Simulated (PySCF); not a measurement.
Calculation: PBE-D3(BJ)/def2-TZVP // B3LYP-D3(BJ)/def2-SVP run with PySCF. Isolated molecules, 0 K electronic values unless said otherwise. One relaxed conformer stands for a flexible species; it need not be the lowest. Delta-SCF ions had no search for a lower state. Excitations are Tamm–Dancoff values on a coarser integration grid. The basis has no diffuse functions, so Rydberg states are missing or too high.

Reference species (SMILES): `C=Cc1cc([SiH3])cc(S)c1` (C–C–C–C torsion -180°, C–C–S–H torsion 1°) (neutral, multiplicity 1).

```
Property                                       Result
-------------------------------------------  --------
LUMO                                         -2.31 eV
brightest of the four lowest singlets (TDA)   4.57 eV
S1 oscillator strength                          0.027
vertical ionisation energy (Delta-SCF)        7.83 eV
```

Changed species: `C=Cc1cc([SiH3])ccc1S` (C–C–C–C torsion 34°, C–C–S–H torsion 38°).

Q: What does the change do to the LUMO, brightest of the four lowest singlets (TDA), S1 oscillator strength and vertical ionisation energy (Delta-SCF)?

A: the LUMO rises by 0.08 eV, to -2.23 eV; the brightest of the four lowest singlets (TDA) goes up by 0.36 eV, to 4.93 eV; the S1 oscillator strength is nearly the same; the vertical ionisation energy (Delta-SCF) rises by 0.10 eV, to 7.93 eV.
